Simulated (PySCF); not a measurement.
Below is a simulated gas-phase C 1s photoelectron spectrum of MeOCH2CF3, `COCC(F)(F)F`.

Every computed line was given a Gaussian of 0.6 eV full width at half maximum and an area set by the number of equivalent atoms; the highest printed point is 100. Theory: delta-SCF UKS SCAN, pcX-2 on the ionised atom, pcseg-1 elsewhere, spin-free X2C (PySCF 2.14.0).

(binding energy (eV), intensity): (291.8, 1), (292.0, 7), (292.2, 31), (292.4, 74), (292.6, 100), (292.8, 85), (293.0, 78), (293.2, 97), (293.4, 89), (293.6, 46), (293.8, 13), (294.0, 2), (294.2, 0), (294.4, 0), (294.6, 0), (294.8, 0), (295.0, 0), (295.2, 0), (295.4, 0), (295.6, 0), (295.8, 0), (296.0, 0), (296.2, 0), (296.4, 0), (296.6, 0), (296.8, 0), (297.0, 0), (297.2, 0), (297.4, 0), (297.6, 3), (297.8, 19), (298.0, 58), (298.2, 95), (298.4, 84), (298.6, 40), (298.8, 10), (299.0, 1)

Problem. Count the maxima, the lines and the sites behind this envelope.

Solution. The curve has 3 maxima (at 292.6, 293.3 and 298.3 eV). Under it lie 3 lines from 3 inequivalent carbon sites.

Problem. Decompose the envelope and assign each component. Numbering: `[CH3:1][O:2][CH2:3][C:4]([F:5])([F:6])[F:7]`.

Solution. 
| position (eV) | relative area | line | atoms | environment |
| --- | --- | --- | --- | --- |
| 292.59 | 1 | C 1s | C1 | methoxy carbon |
| 293.29 | 1 | C 1s | C3 | sp3 carbon bound to oxygen |
| 298.26 | 1 | C 1s | C4 | CF3 carbon |

Problem. What are the centre and the root-mean-square width of the whole band?

Solution. The area-weighted mean of the lines is 294.71 eV. Their own spread about it is 2.52 eV (rms) and each Gaussian has σ = 0.6/2.355 = 0.25 eV; the variances add, which gives 2.54 eV.

The listed C 1s values span 5.67 eV, from C1 (bonded to O and 3 H) to C4 (bonded to 3 F and C).

No satellites, vibrations or lifetime broadening are included. The structure is a single GFN2-xTB conformer in the gas phase; no vibrational or solvent corrections.

Hardware: one thread of an Arm Neoverse V2, shared host. Cost: 27 s wall.

Conformer computed: `[CH3:1][O:2][CH2:3][C:4]([F:5])([F:6])[F:7]`: C1–O2–C3–C4 -71°, O2–C3–C4–F5 -162°.
